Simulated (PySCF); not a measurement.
C2H3F3.

```xyz
8

C      0.0000     0.0000     1.4742
C      0.0000     0.0000    -0.0305
F     -1.0836    -0.6256    -0.5253
F      1.0836    -0.6256    -0.5253
F      0.0000     1.2512    -0.5253
H     -0.8966     0.5177     1.8406
H      0.8966     0.5177     1.8406
H      0.0000    -1.0353     1.8406
```

Geometry: B3LYP-D3(BJ)/def2-SVP.

Level of theory: PBE/pcSseg-1 (PySCF). Non-relativistic, no solvent.

Computed absolute GIAO shielding of each atom: isotropic value and principal components (ppm):
```
atom  σ(iso)    σ11    σ22    σ33   span
----  ------  -----  -----  -----  -----
C1     157.4  143.9  143.9  184.3   40.4
C2      41.3   41.3   41.3   41.3    0.0
F3     232.4  144.2  233.6  319.6  175.4
F4     232.4  144.2  233.6  319.6  175.4
F5     232.4  144.2  233.6  319.5  175.4
H6      29.6   26.3   27.6   34.7    8.4
H7      29.6   26.3   27.6   34.7    8.4
H8      29.6   26.3   27.6   34.7    8.4
```
